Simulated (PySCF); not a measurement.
C₂H₅ClFGa. Atoms are numbered in the order given.

```xyz
10

Ga     0.1164    -0.0851     0.0000
F      1.8693     0.0715     0.0000
Cl    -0.5283    -2.1427     0.0000
C     -1.0356     1.5069     0.0000
C     -0.2718     2.8338     0.0000
H     -1.6930     1.4108     0.8805
H     -1.6930     1.4108    -0.8805
H      0.3746     2.9340    -0.8855
H      0.3746     2.9340     0.8855
H     -0.9690     3.6881     0.0000
```

Geometry: B3LYP-D3(BJ)/def2-SVP. The structure was generated by enumeration; whether it is a known compound was not checked. The values are those of a single conformer.

All values below come from PySCF with HF/pcSseg-1.

GIAO shieldings, no solvent; atoms alike by connectivity are averaged. δ = σ(ref) − σ: ¹⁹F against CFCl3 (σ = 238.5 ppm); ³⁵Cl against HCl (σ = 958.2 ppm); ¹³C against TMS (σ = 192.6 ppm); ¹H against TMS (σ = 31.99 ppm), references at their B3LYP-D3(BJ)/def2-TZVP geometries, non-relativistic (without spin–orbit terms, shifts of atoms bonded to Cl or Br come out too high).

Question: Estimate the chemical shifts. (An estimate is asked for; the answer gives what the named calculation found.)

Answer: 
| nucleus | atoms | count | δ (ppm) |
|---|---|---|---|
| ¹⁹F | F2 | 1 | -135.7 |
| ³⁵Cl | Cl3 | 1 | -30.8 |
| ¹³C | C5 | 1 | 12.0 |
| ¹³C | C4 | 1 | 4.6 |
| ¹H | H8, H9, H10 | 3 | 1.64 |
| ¹H | H6, H7 | 2 | 1.09 |
